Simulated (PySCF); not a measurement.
# NbH₄: breathing scan

Level of theory: PySCF, UPBE0, basis Nb def2-TZVP with ECP28, H def2-TZVP (scalar-relativistic core potentials, no spin–orbit coupling, density fitting).

Rigid scan from the doublet minimum (Nb–H 1.759 Å (×4); H–Nb–H 105.8° (×2), H–Nb–H 111.3° (×4)). Coordinate: all bonds to the central atom scaled together. Energies in kJ/mol from the minimum.

```csv
scale of all bonds to the centre,E (kJ/mol),⟨S²⟩
0.88,143.4,0.75
0.92,58.4,0.76
0.96,13.4,0.76
1.00,0.0,0.76
1.04,11.4,0.76
1.08,41.9,0.76
1.14,113.8,0.77
1.22,240.1,0.81
1.35,467.6,1.28
```

Spin contamination is strong at 1.35, so these points are less reliable.

With open d or f shells other occupations or spin states may lie lower.

Other isomers or separated fragments may lie lower.

The scan took 8.8 s on 2 threads of a shared Arm Neoverse V2 host; the process peaked at 0.87 GiB. Launch command: `OMP_NUM_THREADS=2 python axn.py task.json out`.
